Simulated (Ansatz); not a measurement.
Total energies of Si₂₀H₂₈, a nanocrystal cut from cubic silicon from Ansatz at PBE0-D4/def2-SVP, gas phase (1 Eh = 27.2114 eV = 2625.5 kJ/mol). The reference geometry is relaxed at PBE-D4/def2-SVP.

```
atom    x (Å)    y (Å)    z (Å)
 Si1   4.1999  -0.2757  -1.0968
 Si2   0.7146   2.7238   3.4004
 Si3  -2.7529   2.5756   0.7204
 Si4   1.1679  -0.8131  -3.5082
 Si5  -2.2128   0.7097  -2.5386
 Si6   0.7374   1.0662  -0.1580
 Si7   2.1039  -1.8725   1.8188
 Si8  -1.3452  -0.5160   2.6339
 Si9  -0.8782  -2.3890  -0.6768
Si10  -4.3043  -0.8941   0.2791
Si11   1.9220   2.3567   1.4114
Si12   2.1967   0.6186  -1.9505
Si13   3.8331  -2.1761   0.2484
Si14  -1.1828   2.1409  -0.9768
Si15  -0.2361   0.7532   4.2772
Si16  -3.2725   0.5598   1.8196
Si17  -0.7465   0.2862  -4.3317
Si18   0.5036  -2.8463  -2.5252
Si19  -2.8096  -1.3145  -1.4912
Si20   0.1537  -0.9590   0.8733
 H21   5.1222  -0.6450  -2.2336
 H22   4.8884   0.7784  -0.2656
 H23   1.6374   3.3222   4.4353
 H24  -0.3823   3.7207   3.1296
 H25  -4.0126   3.1181   0.0880
 H26  -2.2406   3.6033   1.6965
 H27   2.1255  -1.0902  -4.6448
 H28  -3.4725   1.3734  -3.0490
 H29   2.5868  -0.9202   2.8850
 H30   1.7759  -3.1850   2.4881
 H31  -1.7677  -1.8342   3.2441
 H32  -1.2750  -3.6693   0.0219
 H33  -5.5736  -0.2739  -0.2534
 H34  -4.6602  -2.1902   0.9661
 H35   2.3123   3.6764   0.7914
 H36   3.1911   1.6147   1.7515
 H37   2.5083   1.9236  -2.6493
 H38   5.1116  -2.5100   0.9796
 H39   3.4896  -3.3462  -0.6368
 H40  -0.7742   3.4224  -1.6661
 H41  -1.1998   1.1176   5.3809
 H42   0.8632  -0.0856   4.8805
 H43  -4.2153   0.8387   2.9681
 H44  -0.3432   1.5881  -4.9805
 H45  -1.4332  -0.5694  -5.3690
 H46  -0.2897  -3.6353  -3.5397
 H47   1.7026  -3.6686  -2.1283
 H48  -3.4666  -2.2089  -2.5188
```

```
                 state                    geometry  energy (Eh)
      charge 0 singlet                   reference  -5802.81007
      charge 1 doublet                   reference  -5802.50777
     charge -1 doublet                   reference  -5802.83156
     charge -1 doublet  relaxed at PBE-D4/def2-SVP  -5802.84699
free Si atom (triplet)                           –   -289.15194
 free H atom (doublet)                           –     -0.50029
```

Single mean-field runs in def2-SVP are fitted with def2-universal-jkfit.

(1) Work out the vertical ionisation energy to the doublet.

(2) Work out the vertical electron affinity, to the doublet.

(3) Give the fundamental gap IE − EA, the Mulliken electronegativity (IE + EA)/2 and the hardness (IE − EA)/2.

(4) How much does the charge -1 doublet relax, and what is the adiabatic electron affinity?

(5) What is the binding energy per atom against free atoms?

(1) E(charge 1 doublet) − E(charge 0 singlet) = -5802.50777 − (-5802.81007) = 0.30230 Eh = 8.23 eV. For comparison, −ε of the highest occupied level is 7.14 eV at this level, 1.09 eV less.

(2) E(charge 0 singlet) − E(charge -1 doublet) = -5802.81007 − (-5802.83156) = 0.02149 Eh = 0.58 eV. The basis lacks diffuse functions, which makes affinities too small.

(3) From the values in Eh: IE − EA = 0.30230 − 0.02149 = 0.28081 Eh = 7.64 eV; (IE + EA)/2 = 4.41 eV; (IE − EA)/2 = 3.82 eV. The HOMO–LUMO gap of the same run is 5.68 eV, 1.96 eV smaller than the fundamental gap.

(4) Relaxation: -5802.83156 − (-5802.84699) = 0.01543 Eh = 0.42 eV. Adiabatic electron affinity: 0.03692 Eh = 1.00 eV, without zero-point energy. 

(5) Atoms: 20 × (-289.15194) + 28 × (-0.50029) = -5797.04692 Eh. Binding: -5797.04692 − (-5802.81007) = 5.76315 Eh = 156.82 eV, or 3.27 eV for each of 48 atoms (no zero-point energy, no counterpoise term).

At PBE0-D4/def2-SVP the highest occupied level of the charge -1 doublet lies above zero (up to 0.45 eV). By energy differences its removal costs 0.58 eV (vertical, to the charge 0 singlet, at PBE0-D4/def2-SVP); self-interaction error and the lack of diffuse functions both raise the level.
